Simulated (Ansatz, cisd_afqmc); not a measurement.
Species: ZrO, charge 0, singlet. ZrO (SMILES [O]=[Zr]).
B3LYP-D3(BJ)/def2-TZVP minimum from Ansatz (a first-principles code):
```
Zr
O 1 1.7178
```
Charge 0, spin multiplicity 1.

Atomisation energy term by term, kcal/mol (programs: Ansatz, cisd_afqmc). Radicals and triplets start from unrestricted determinants; spin-orbit coupling is neglected. Correlated methods leave the cores frozen (noble-gas shells, and filled d and f shells in the p block). Past Kr the def2 sets carry scalar-relativistic core potentials. AFQMC is phaseless with a CISD trial state; ± is one standard error, without the phaseless bias. Outlying blocks are dropped, and bars are widened where a walk drifts. Over all cases where full CI ran beside it in this data, AFQMC minus full CI had a median of +0.1 mEh and passed +0.4 mEh in a tenth of the cases. CBS(X,Y): correlation extrapolated as X^-3, Hartree-Fock from the larger set. A bracket is a step between two methods taken in the basis named. The T1 diagnostic of OZr ([O]=[Zr], singlet) reaches 0.035 in the sets run. The restricted determinant of OZr ([O]=[Zr], singlet) is unstable towards broken spin symmetry in at least one set run.

```tsv
term	basis	kcal/mol
Hartree-Fock	def2-QZVPP	83.58
CCSD correlation	CBS(def2-TZVPP,def2-QZVPP)	84.88
(T)	CBS(def2-TZVPP,def2-QZVPP)	12.30
CCSDT(Q) - CCSD(T)	def2-QZVPP	-0.62
CCSDTQ - CCSDT(Q)	def2-SVP	-0.06
sum: De		180.1
```

The step beyond CCSD(T) by other levels: CCSDTQ in def2-SVP 0.08; AFQMC/CISD in def2-SVP 0.25 ± 0.26; CCSDT(Q) in def2-SVP 0.14; CCSDT(Q) in def2-TZVPP -0.48 kcal/mol.
